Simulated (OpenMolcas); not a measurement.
## Ge II: effect of the basis set

* Program: OpenMolcas 26.06
* Method: SS-RASPT2, IPEA 0.25 Eh, imaginary shift 0.1 Eh (closed shells correlated: 3d 4s)
* Active space: 1 electron in 9 orbitals (RAS2 4p; RAS3 4d 5s, at most 1 electron)
* State averaging: 2S+1 = 2 odd, 3 roots; 2S+1 = 2 even, 6 roots
* Spin-orbit coupling: RASSI with atomic mean-field integrals over the reference wave functions, term energies averaged over their components

A. ANO-RCC-VQZP [7s6p4d2f1g], DKH2, point nucleus; CASPT2 step of the order of 4 core-seconds
B. ANO-R3 [7s6p5d4f2g], X2C, finite nucleus; CASPT2 step about 8 core-seconds
C. ANO-RCC [10s9p8d5f2g], DKH2, point nucleus; CASPT2 step of the order of 9 core-seconds

Energies in cm⁻¹ above 4s² 4p ²P°_1/2, the measured ground level; measured values from NIST Handbook of Basic Atomic Spectroscopic Data.

```
         Level      A      B      C  Measured
4s² 4p ²P°_1/2    0.0    0.0    0.0       0.0
4s² 4p ²P°_3/2   1576   1575   1564      1767
 4s² 5s ²S_1/2  65540  62930  62570     62403
 4s² 4d ²D_3/2  93970  89790  74930     80837
 4s² 4d ²D_5/2  94180  89910  74980     81013
```

Deviations, from unrounded energies. A percentage is the sum of absolute deviations over the sum of measured energies, with the sign that they share, or ± where signs differ.

```csv
Against measurement,Levels,A,B,C
mean absolute deviation (cm-1),4,7400,4600,3100
fine structure of the ground term (%),1,-10.8,-10.9,-11.5
other configurations (%),3,+13.1,+8.2,±5.4
```

C lies closest to measurement on these levels and A furthest from it. The largest miss of C in the table is 4s² 4d ²D_5/2, by -6000 cm-1. The ranking rests on the paired levels alone, and a cruder setting can come out closer through cancelling errors.

Among A to C the level of the table that moves most is 4s² 4d ²D_5/2, by 19000 cm-1 (lowest in C, highest in A). Moves below CASPT2's spread within the term are not significant.

CASPT2 does not keep the components of a term degenerate, so their means are used; among the terms shown or strongly mixed into the levels shown the widest spread is 240 cm-1 (4s² 4d ²D, A). ANO sets are built for valence states and can reach diffuse excited orbitals poorly, and with the s shell closed the s pⁿ⁺¹ terms that mix with these levels are absent. With one active electron, CASPT2 adds the correlation within the correlated inactive shells and between them and that electron, and leaves the splitting within a term as the reference gives it. Measured partners are found by configuration, term and J. A level has none where our copy of the source lacks it or the pairing is in doubt (some pairs that miss far off the trend of their configuration count as doubtful), and it then counts in no deviation. Only configurations of the active space appear.

° marks odd parity.
